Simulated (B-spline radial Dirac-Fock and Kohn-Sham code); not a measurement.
How the levels of tin move as electrons are removed

Level of theory: ΔSCF Dirac-Fock with Breit, self-energy and vacuum polarisation, finite nucleus, configuration average; a radial B-spline solver. Each ion is free and in its tabulated ground configuration. Correlation energy is missing from these numbers.

Reference: Sn, [Kr] 4d10 5s2 5p2, with K 29207.4 eV, L1 4479.7 eV, L2 4165.4 eV, N1 154.4 eV, N3 102.6 eV, Kα1 (K-L3) 25269.5 eV, Kβ1 (K-M3) 28482.0 eV, Lℓ (L3-M1) 3042.2 eV. Shifts from it, in eV (a dash: the subshell is empty, belongs to an open shell averaged over j, or its hole state is left out as unreliable):

| ion | configuration | K | L1 | L2 | N1 | N3 | Kα1 | Kβ1 | Lℓ |
| --- | --- | --- | --- | --- | --- | --- | --- | --- | --- |
| Sn⁺ | [Kr] 4d10 5s2 5p1 | +9.1 | +9.0 | +9.0 | +8.9 | +8.8 | +0.08 | +0.13 | +0.03 |
| Sn²⁺ | [Kr] 4d10 5s2 | +19.5 | +19.3 | +19.3 | +19.0 | +18.9 | +0.20 | +0.34 | +0.10 |
| Sn³⁺ | [Kr] 4d10 5s1 | +32.2 | +31.8 | +31.9 | – | +31.2 | +0.30 | +0.53 | +0.33 |
| Sn⁴⁺ | [Kr] 4d10 | +46.0 | +45.4 | +45.5 | +44.2 | +44.4 | +0.54 | +0.89 | +0.47 |
| Sn⁵⁺ | [Kr] 4d9 | +69.1 | +68.7 | +68.8 | +64.7 | +64.2 | +0.33 | +1.23 | +1.00 |
| Sn⁶⁺ | [Kr] 4d8 | +93.7 | +93.5 | +93.6 | +86.2 | +84.8 | +0.12 | +1.73 | +1.70 |
| Sn⁷⁺ | [Kr] 4d7 | +119.8 | +119.7 | +119.9 | +108.5 | +106.3 | -0.09 | +2.41 | +2.56 |
| Sn⁸⁺ | [Kr] 4d6 | ? | ? | ? | ? | ? | ? | ? | ? |

**Question.** Give the missing shifts for Sn⁸⁺.

**Answer.** K +147.2, L1 +147.4, L2 +147.5, N1 +131.6, N3 +128.5, Kα1 -0.29, Kβ1 +3.28, Lℓ +3.60 (eV).

Over this range K (1s) moves by +147.2 eV and Kα1 by -0.3 eV: a line is a difference of two levels that shift in the same direction.

Values without a named source are computed, but for edge energies of neutral atoms, which are taken from tables.
